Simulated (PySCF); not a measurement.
## Working out the ionisation energy of K+

K+ [Ar] (1S) → K(2+) [Ne] 3s2 3p5 (2P). Computed with PySCF 2.14 in aug-cc-pVDZ-X2C (6s5p3d, 36 functions), with scalar relativity by spin-free X2C-1e. Frozen: [Ne] 3s2. Energies in hartree (1 hartree = 27.21139 eV):

```tsv
part	K+ (lower)	K(2+) (upper)
UHF	-601.309314	-600.150611
CCSD correlation	-0.004698	-0.002134
(T)	-0.000032	-0.000004
```

Problem. What does Hartree-Fock give?

Solution. (-600.150611) − (-601.309314) = 1.158703 hartree = 31.530 eV.

Problem. What do CCSD and CCSD(T) give?

Solution. The CCSD correlation energies differ by 0.002564 hartree = 0.070 eV and the triples by 0.000028 hartree = 0.001 eV, so CCSD gives 31.600 eV and CCSD(T) 31.601 eV.

Reference: 31.625 eV (measured; NIST Atomic Spectra Database, ionization energies), between the lowest levels; spin-orbit coupling is absent from the calculation.

A double-zeta basis recovers only part of the correlation energy.

What remains against the reference includes basis incompleteness, the frozen core and higher excitations.
